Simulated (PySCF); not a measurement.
H₅InN₂, SMILES [NH2][InH][NH2].

The structure is a stationary point at PBE0-D3(BJ)/def2-SVP. The def2 effective core potentials stand for the cores of In; spin–orbit coupling is left out. One conformer was computed; it need not be the lowest.

Method: PBE0/def2-TZVPD (PySCF).

Symmetry labels are those of the subgroup Cs that the program uses (full group Cs).

**Question.** List the valence orbital energies around the gap with their symmetry. (The exact figures need the calculation; the answer reports its results.)

**Answer.** 
```
orbital  symmetry  energy (eV)
-------  --------  -----------
HOMO−7         A"       -20.38
HOMO−6         A'       -12.89
HOMO−5         A"       -12.77
HOMO−4         A'       -12.16
HOMO−3         A"        -9.51
HOMO−2         A'        -8.81
HOMO−1         A'        -7.29
HOMO           A"        -6.68
LUMO           A'        -0.76
LUMO+1         A'        -0.41
LUMO+2         A"         0.25
LUMO+3         A'         0.60
```
